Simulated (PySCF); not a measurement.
## Working with the constants of CaS

RHF-CCSD(T) constants of CaS, ¹Σ⁺ (singlet), closed shell (Ca def2-SVPD, S def2-SVPD; no relativity (PySCF 2.14); masses 39.9626 and 31.9721 u):

- ωe: 408.8 cm⁻¹
- ωexe: 1.78 cm⁻¹
- Be: 0.16361 cm⁻¹
- αe: 0.000898 cm⁻¹
- D (centrifugal): 1.05e-07 cm⁻¹
- De to Ca + S: 2.63 eV

Give the vibrational terms G(v) and spacings up to v = 3.

G(v) = ωe(v+½) − ωexe(v+½)².

```
v  G(v) (cm⁻¹)  G(v) − G(v−1)  Bv (cm⁻¹)
0          204                    0.1632
1          609            405     0.1623
2         1011            402     0.1614
3         1409            398     0.1605
```

A state of this spin cannot dissociate to the ground-state fragments, so its own limit lies higher than the one that De refers to.

Measured values (Huber and Herzberg, Constants of Diatomic Molecules (1979)): ωe = 462.23 cm⁻¹, ωexe = 1.78 cm⁻¹, Be = 0.17667 cm⁻¹, αe = 0.000837 cm⁻¹.

Correlated steps freeze 10 core orbitals. Correlated levels converge slowly with the basis: in double zeta they bind strong bonds too weakly, by up to about 1 eV, and carry superposition errors of some tenths. Where the molecule has an RHF reference, its open-shell atoms are computed with UHF. The CCSD T1 diagnostic is raised, a sign that a single reference may not be enough here.
